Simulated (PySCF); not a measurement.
C2H8O2Si2, SMILES [SiH2]1[C@H](O[Si@@H]1O)C.

Geometry: ωB97X-D3(BJ)/def2-SVP. The structure was generated by enumeration; whether it is a known compound was not checked. The values are those of a single conformer.

Computed with TDDFT-ωB97X/def2-SVPD in PySCF 2.14.0.

Vertical excitations. 

Computed excitation energies, oscillator strengths and character:
| state | energy (eV) | λ (nm) | f | main pairs |
|---|---|---|---|---|
| S1 | 6.16 | 201 | 0.027 | HOMO→LUMO 84 % |
| S2 | 6.57 | 189 | 0.039 | HOMO→LUMO+1 50 %, HOMO→LUMO+2 26 % |
| S3 | 6.82 | 182 | 0.013 | HOMO−1→LUMO 80 % |
| S4 | 7.02 | 177 | 0.222 | HOMO→LUMO+2 30 %, HOMO→LUMO+3 29 %, HOMO→LUMO+1 26 % |
| S5 | 7.19 | 172 | 0.035 | HOMO−1→LUMO+1 78 % |
| S6 | 7.45 | 166 | 0.018 | HOMO−2→LUMO 62 %, HOMO−1→LUMO+3 12 % |
| S7 | 7.49 | 165 | 0.012 | HOMO→LUMO+3 41 %, HOMO→LUMO+2 21 %, HOMO−1→LUMO+2 10 %, HOMO−1→LUMO+3 7 % |
| S8 | 7.59 | 163 | 0.005 | HOMO−1→LUMO+3 35 %, HOMO−1→LUMO+2 18 %, HOMO−2→LUMO 16 %, HOMO→LUMO+3 10 % |
| S9 | 7.92 | 157 | 0.009 | HOMO−2→LUMO+1 55 %, HOMO−2→LUMO+2 15 %, HOMO−2→LUMO+3 14 % |
| S10 | 8.11 | 153 | 0.049 | HOMO−2→LUMO+3 36 %, HOMO−2→LUMO+1 30 %, HOMO−2→LUMO+2 18 % |
| T1 | 5.36 | 231 | 0 | HOMO→LUMO 74 % |
| T2 | 5.85 | 212 | 0 | HOMO→LUMO+1 75 % |
| T3 | 6.24 | 199 | 0 | HOMO→LUMO+2 55 %, HOMO→LUMO+3 28 % |
| T4 | 6.49 | 191 | 0 | HOMO−1→LUMO 76 % |
Triplets are in the Tamm–Dancoff approximation, which puts them higher than full response would, so one can lie above its singlet here.
